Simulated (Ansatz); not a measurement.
```yaml
crystal:
  periodic: [false, false, false]
  atoms:
    - {symbol: Os, position_ang: [0.004143, 0.007169, 0.002990]}
    - {symbol: O, position_ang: [-0.005785, -0.047100, 1.746075]}
    - {symbol: O, position_ang: [1.637550, -0.016002, -0.607608]}
    - {symbol: O, position_ang: [-0.853627, 1.410299, -0.577389]}
    - {symbol: N, position_ang: [-0.782271, -1.354365, -0.564067]}
basis:
  gaussian: {orbitals: def2-mTZVPP, nuclear_model: gaussian}
magnetization: {spin_polarized: true, initial_magnetization: 1}
hamiltonian: {xc: {name: B3LYP}}
scf: {omitted_lower_state_checks: [starts]}
output: {forces: true}
```

```sh
$ ansatz run in.yaml --threads 2 --pin off --events-out ev --progress --plain --max-ram 4352MiB
```

It prints (some lines left out):

```
Functional definition: B3LYP
  name "B3LYP"
  cite "Stephens, Devlin, Chabalowski & Frisch, J. Phys. Chem. 98, 11623 (1994) doi:10.1021/j100096a001"
  cite "Becke, Phys. Rev. A 38, 3098 (1988) doi:10.1103/PhysRevA.38.3098"
  cite "Lee, Yang & Parr, Phys. Rev. B 37, 785 (1988) doi:10.1103/PhysRevB.37.785"
  cite "Vosko, Wilk & Nusair, Can. J. Phys. 58, 1200 (1980) doi:10.1139/p80-159"
  parameter a0 = 0.2
  parameter ax = 0.72
  parameter ac = 0.81
  exchange = (1 - a0 - ax)*slater_x + ax*b88_x + a0*exact_x
  correlation = (1 - ac)*vwn_rpa_c + ac*lyp_c
these checks for a lower state are left out or cut short: starts
992 factors; their error is unknown
mean field evaluation 1: about -10071.3937 eV, gradient 9.1e1 eV
mean field evaluation 2: about -9864.8029 eV, gradient 2.4e2 eV
mean field evaluation 4: about -10081.0190 eV, gradient 6.7e1 eV
mean field evaluation 8: about -10099.0367 eV, gradient 8.1e-1 eV
mean field evaluation 16: about -10099.0808 eV, gradient 3.2e-2 eV
mean field evaluation 32: about -10099.0808 eV, gradient 4.4e-4 eV
mean field -10099.08081666 eV, -371.1343746093 hartree, gradient 6.2e-8 eV, S^2 0.792042; 0 other end points of the search recorded, 0 dependent functions left out
the calculation of the forces begins
reference -10099.08104611 eV, -371.1343830414 hartree; 24, 23 occupied and 108, 109 virtual orbitals, 992 factors
Total energy: -10099.08104611 eV, -371.1343830414 hartree
Atom 0 at     0.004143     0.007169     0.002990 Å, force     2.258022     3.951912    -0.380157 eV/Å
Atom 1 at    -0.005785    -0.047100     1.746075 Å, force    -0.235224    -0.441179     1.431862 eV/Å
Atom 2 at     1.637550    -0.016002    -0.607608 Å, force    -0.305734    -0.024162    -0.027541 eV/Å
Atom 3 at    -0.853627     1.410299    -0.577389 Å, force     0.133388    -0.275578    -0.032868 eV/Å
Atom 4 at    -0.782271    -1.354365    -0.564067 Å, force    -1.850451    -3.210993    -0.991295 eV/Å
Dipole moment:    -0.071914    -0.128234     0.124095 e Å
Checks for a lower state left out: starts
```

It took 10 s on 2 threads of Intel Xeon 6975P-C on a shared host.

In the def2 sets Os takes a core potential; there is no spin–orbit coupling. B3LYP takes the VWN-RPA correlation.
